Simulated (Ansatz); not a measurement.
Consider the redistribution: `[CH3][Mg-]1[O]C(C(F)(F)F)=CC(C(F)(F)F)=[O+]1` + `[OH][Sn][OH]` → `[CH3][Mg][OH]` + `[OH][Sn-]1[O]C(C(F)(F)F)=CC(C(F)(F)F)=[O+]1`.

Isolated molecules relaxed with PBE0-D4/def2-TZVP in Ansatz; ΔE leaves out vibrations. CBS: MP2 limit from def2 TZ/QZ plus the TZ coupled-cluster correction, frozen cores. Functionals use def2-TZVPP. HSE06 is defined as in plane-wave codes. Elements past krypton have def2 core potentials. For Mg, Sn outer-core shells are correlated without core-valence functions, which leaves a few kJ/mol of doubt a bond. One conformer a species, not always the lowest.

```tsv
level	ΔE (eV)
revPBE-D4	0.68
BHLYP-D4	0.68
PBE-QIDH	0.74
HSE06	0.79
BHLYP	0.78
CAM-B3LYP	0.75
LC-ωPBE	0.75
HF/def2-QZVPP	0.83
```

(1) What does CCSD(T)/CBS give? (Estimate.)

Largest T1 diagnostic among the species: 0.018.

Results:

(1) Computed: +0.69 eV. The listed levels differ from it by -0.01, -0.01, 0.05, 0.10, 0.09, 0.06, 0.06, 0.14 eV.

In def2-TZVPP, CCSD(T) changes the Hartree–Fock value by −0.11 eV (the triples alone add −0.02 eV) and MP2 by −0.16 eV. The D4 term adds −0.11 eV with B3LYP and −0.06 eV with PBE0; it sums over pairs of atoms, weighted by their polarisabilities, and B3LYP, whose exchange is more repulsive, gets the larger term. Leaving LDA and LC-ωPBE aside and taking each functional with its dispersion term where it has one, the values, not all of them listed here, spread over 0.09 eV, from BLYP-D4 to PBE-QIDH. LDA lies −0.08 eV from PBE without D4.

B3LYP here is the variant with VWN-RPA as its local correlation; programs differ in this.
